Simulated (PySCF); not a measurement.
Species: C6H18Si4.
Atom-mapped SMILES: `[CH2:1]=[CH:2][CH2:3][Si@@H:4]1[SiH2:5][SiH2:6][Si@@H:7]1[CH2:8][CH2:9][CH3:10]` (hydrogens: H11, H12 on C1; H13 on C2; H14, H15 on C3; H16 on Si4; H17, H18 on Si5; H19, H20 on Si6; H21 on Si7; H22, H23 on C8; H24, H25 on C9; H26, H27, H28 on C10)

Computed by this run: PBE0-D3(BJ)/def2-SVP geometry optimisation, gas phase (PySCF 2.14.0); density fitting, grid level 1; the optimiser is geomeTRIC in internal coordinates, started from a GFN2-xTB structure with every atom displaced at random (about 0.01 Å).

Step 0: E = -37990.8666 eV
```
atom  x, y, z in Å  |  force x, y, z in eV/Å
C1      3.5161    2.1096    0.4961   -1.250   0.487  -0.844
C2      2.9686    1.5271    1.5438   -1.148  -0.171  -0.153
C3      1.5197    1.1924    1.6927    0.711  -0.205  -0.040
Si4     1.2780   -0.6735    1.3437   -0.699   0.521  -0.165
Si5     1.7894   -1.2841   -0.8780   -0.141   0.414   0.119
Si6    -0.4785   -1.7479   -1.3033   -0.091  -0.127   0.115
Si7    -1.0228   -1.1957    0.9298   -0.157   0.607   0.197
C8     -2.2013    0.3074    1.0655   -0.484  -1.096  -0.367
C9     -3.6164    0.0091    0.5601    0.465   0.116  -0.974
C10    -4.5292    1.2214    0.6122    0.778   0.007   0.029
H11     4.5414    2.3310    0.4149    1.621   0.194  -0.002
H12     2.8860    2.4661   -0.3238   -0.023  -0.062  -0.135
H13     3.5891    1.2190    2.3451    0.908  -0.448   1.107
H14     0.9233    1.7871    1.0139   -0.452   0.312  -0.455
H15     1.2023    1.4207    2.7129   -0.280  -0.093   0.302
H16     1.9448   -1.3543    2.4538    0.348  -0.511   0.361
H17     2.4260   -0.2409   -1.7100    0.001   0.423  -0.159
H18     2.6931   -2.4151   -1.0079    0.398  -0.826   0.009
H19    -0.7760   -3.1320   -1.7302    0.058  -0.445   0.055
H20    -1.1434   -0.9411   -2.3457   -0.104   0.465  -0.211
H21    -1.6746   -2.2457    1.7440    0.022  -0.452   0.119
H22    -1.7929    1.1220    0.5022    0.497   0.912  -0.580
H23    -2.2874    0.6450    2.0864    0.230   0.198   0.914
H24    -3.5478   -0.3387   -0.5002   -0.084   0.002   0.403
H25    -4.0412   -0.8188    1.1296   -0.215  -0.299   0.195
H26    -4.1301    2.0464   -0.0029    0.009  -0.018   0.132
H27    -4.6253    1.5612    1.6444   -0.092   0.290   0.295
H28    -5.5120    0.9903    0.2395   -0.828  -0.195  -0.267
```

Step 1: E = -37991.1502 eV
```
atom  x, y, z in Å  |  force x, y, z in eV/Å
C1      3.5254    2.1787    0.4887    0.356   0.028   0.006
C2      2.9685    1.5478    1.5248    0.184  -0.060   0.253
C3      1.5260    1.2042    1.6506   -0.122   0.033   0.057
Si4     1.2197   -0.6588    1.3567    0.171  -0.108  -0.007
Si5     1.7846   -1.2998   -0.8524    0.015  -0.055  -0.025
Si6    -0.5006   -1.7963   -1.2738    0.025   0.103  -0.006
Si7    -1.0491   -1.2017    0.9599   -0.027  -0.002  -0.102
C8     -2.2069    0.2982    1.0604    0.004   0.151   0.069
C9     -3.6055    0.0273    0.5142   -0.090  -0.069   0.096
C10    -4.5276    1.2313    0.6181   -0.171  -0.025  -0.021
H11     4.6055    2.3837    0.4497   -0.246  -0.074   0.028
H12     2.9295    2.5132   -0.3623   -0.080   0.054  -0.088
H13     3.6161    1.2180    2.3570   -0.125   0.072  -0.190
H14     0.9147    1.7879    0.9400    0.022  -0.099   0.015
H15     1.1507    1.4251    2.6651   -0.003   0.035  -0.012
H16     1.9203   -1.4628    2.4161   -0.035   0.070  -0.015
H17     2.3523   -0.1742   -1.6627   -0.019  -0.020  -0.033
H18     2.6827   -2.4960   -0.9908   -0.028   0.076   0.039
H19    -0.7691   -3.2126   -1.6795   -0.017   0.008   0.008
H20    -1.1386   -0.8768   -2.2746    0.012  -0.032  -0.016
H21    -1.5894   -2.3653    1.7375   -0.010   0.059   0.060
H22    -1.7488    1.1464    0.5092    0.005  -0.188   0.093
H23    -2.2667    0.6252    2.1187    0.029  -0.057  -0.124
H24    -3.5323   -0.2944   -0.5384    0.005  -0.010  -0.038
H25    -4.0506   -0.8289    1.0562    0.018   0.066  -0.047
H26    -4.1285    2.0884    0.0535    0.011   0.020  -0.004
H27    -4.6501    1.5513    1.6661    0.018   0.001  -0.022
H28    -5.5335    1.0087    0.2209    0.099   0.021   0.026
```

Step 2: E = -37991.1614 eV
```
atom  x, y, z in Å  |  force x, y, z in eV/Å
C1      3.5464    2.1703    0.4920    0.036  -0.003  -0.006
C2      2.9749    1.5516    1.5288   -0.009  -0.023   0.045
C3      1.5288    1.2089    1.6494   -0.015   0.035   0.054
Si4     1.2283   -0.6546    1.3535    0.070  -0.049  -0.025
Si5     1.7879   -1.2945   -0.8582   -0.021   0.001  -0.007
Si6    -0.4978   -1.7868   -1.2784    0.020   0.051   0.008
Si7    -1.0482   -1.1983    0.9563   -0.008  -0.010  -0.062
C8     -2.2151    0.2925    1.0618   -0.079   0.018   0.022
C9     -3.6195    0.0228    0.5203    0.016   0.001   0.010
C10    -4.5432    1.2277    0.6197   -0.015   0.004  -0.005
H11     4.6246    2.3505    0.4688   -0.026   0.013  -0.016
H12     2.9616    2.5166   -0.3669    0.002  -0.013   0.014
H13     3.6140    1.2238    2.3598   -0.011  -0.002  -0.024
H14     0.9188    1.7786    0.9297    0.008  -0.018  -0.025
H15     1.1471    1.4388    2.6595   -0.006   0.014  -0.013
H16     1.9263   -1.4482    2.4174   -0.008   0.013   0.009
H17     2.3497   -0.1749   -1.6804   -0.011  -0.008  -0.017
H18     2.6882   -2.4846   -0.9872    0.006   0.010   0.018
H19    -0.7699   -3.2033   -1.6796   -0.011  -0.003   0.002
H20    -1.1332   -0.8739   -2.2857    0.007  -0.012  -0.010
H21    -1.5873   -2.3525    1.7474    0.005   0.015   0.035
H22    -1.7501    1.1310    0.5119    0.007  -0.026   0.000
H23    -2.2667    0.6175    2.1171    0.007  -0.016  -0.008
H24    -3.5482   -0.3016   -0.5329    0.003  -0.002   0.000
H25    -4.0653   -0.8295    1.0628    0.009   0.007   0.000
H26    -4.1433    2.0835    0.0523    0.003   0.002   0.004
H27    -4.6638    1.5520    1.6659    0.007   0.005  -0.001
H28    -5.5461    1.0044    0.2234    0.014  -0.005  -0.002
```

Step 3: E = -37991.1629 eV
```
atom  x, y, z in Å  |  force x, y, z in eV/Å
C1      3.5411    2.1574    0.4934   -0.038   0.008  -0.021
C2      2.9760    1.5490    1.5402   -0.036   0.031  -0.092
C3      1.5284    1.2099    1.6513   -0.003  -0.017   0.076
Si4     1.2338   -0.6544    1.3528    0.003  -0.014  -0.011
Si5     1.7933   -1.2914   -0.8598   -0.018   0.016   0.003
Si6    -0.4916   -1.7786   -1.2834    0.005   0.005   0.010
Si7    -1.0461   -1.1965    0.9515   -0.002  -0.004  -0.020
C8     -2.2183    0.2902    1.0634   -0.031  -0.023   0.009
C9     -3.6227    0.0229    0.5233    0.026   0.014  -0.020
C10    -4.5441    1.2298    0.6218    0.022   0.005   0.000
H11     4.6146    2.3495    0.4502    0.050  -0.006   0.024
H12     2.9434    2.4879   -0.3630    0.007  -0.003   0.011
H13     3.6138    1.2268    2.3718    0.015  -0.009   0.031
H14     0.9254    1.7711    0.9196    0.015   0.010  -0.020
H15     1.1367    1.4476    2.6554   -0.015  -0.001  -0.009
H16     1.9267   -1.4436    2.4220    0.004  -0.008   0.008
H17     2.3521   -0.1758   -1.6893   -0.003  -0.002  -0.004
H18     2.6964   -2.4786   -0.9803    0.011  -0.011   0.004
H19    -0.7673   -3.1950   -1.6831   -0.005  -0.002  -0.001
H20    -1.1220   -0.8690   -2.2964    0.005   0.000  -0.004
H21    -1.5829   -2.3458    1.7515    0.010  -0.004   0.008
H22    -1.7505    1.1255    0.5144    0.006   0.033  -0.020
H23    -2.2659    0.6114    2.1189    0.000   0.001   0.023
H24    -3.5515   -0.3017   -0.5301   -0.003  -0.001   0.007
H25    -4.0687   -0.8282    1.0658   -0.006  -0.009   0.011
H26    -4.1418    2.0847    0.0546    0.000  -0.004   0.002
H27    -4.6636    1.5554    1.6676   -0.001   0.001   0.002
H28    -5.5458    1.0073    0.2246   -0.017  -0.004  -0.007
```

Q: Estimate the geometry and energy of step 4. (The exact step hangs on the optimiser's Hessian estimate; all steps are aligned on step 3, rigid shifts and turns removed.)

A: E = -37991.1639 eV, largest force 0.099 eV/Å
```
atom  x, y, z in Å  |  force x, y, z in eV/Å
C1      3.5633    2.1549    0.5009   -0.097  -0.004  -0.018
C2      2.9712    1.5542    1.5373    0.029  -0.005   0.017
C3      1.5229    1.2155    1.6419    0.010   0.011  -0.033
Si4     1.2338   -0.6508    1.3467   -0.015   0.005   0.000
Si5     1.7911   -1.2896   -0.8656   -0.004   0.008   0.005
Si6    -0.4933   -1.7776   -1.2868   -0.004  -0.017   0.005
Si7    -1.0467   -1.1955    0.9478   -0.006   0.009   0.005
C8     -2.2229    0.2885    1.0649    0.019  -0.018   0.004
C9     -3.6271    0.0197    0.5282    0.007   0.006  -0.016
C10    -4.5484    1.2265    0.6270    0.015   0.001   0.000
H11     4.6395    2.3379    0.4855    0.031  -0.007   0.012
H12     2.9886    2.4868   -0.3700    0.002   0.006  -0.004
H13     3.5961    1.2332    2.3792    0.023  -0.008   0.040
H14     0.9263    1.7711    0.9004    0.001   0.009  -0.013
H15     1.1227    1.4591    2.6410   -0.002   0.001  -0.007
H16     1.9260   -1.4361    2.4195    0.006  -0.007  -0.001
H17     2.3457   -0.1770   -1.7019    0.001   0.001   0.003
H18     2.6975   -2.4753   -0.9808    0.004  -0.009  -0.002
H19    -0.7704   -3.1950   -1.6830   -0.002   0.000   0.000
H20    -1.1229   -0.8718   -2.3035    0.003   0.004   0.000
H21    -1.5775   -2.3432    1.7548    0.010  -0.009  -0.006
H22    -1.7575    1.1245    0.5141    0.001   0.030  -0.008
H23    -2.2670    0.6083    2.1211   -0.001   0.003   0.016
H24    -3.5578   -0.3062   -0.5249   -0.004  -0.003   0.003
H25    -4.0711   -0.8312    1.0730   -0.009  -0.006   0.007
H26    -4.1469    2.0806    0.0582    0.000  -0.002  -0.002
H27    -4.6658    1.5536    1.6726   -0.004  -0.002   0.001
H28    -5.5507    1.0028    0.2314   -0.015   0.002  -0.003
```

The energy changes by -0.0011 eV. The first-order estimate −F·Δx gives -0.0021 eV and the mean of the old and new forces, exact on a quadratic surface, -0.0007 eV. The step makes an angle of 82° with the force vector and moves no atom by more than 0.046 Å.

The cost below is that of the whole optimisation. Time: 8.3 min; peak memory 1.1 GiB. Hardware: one thread of an Arm Neoverse V1 (shared host).
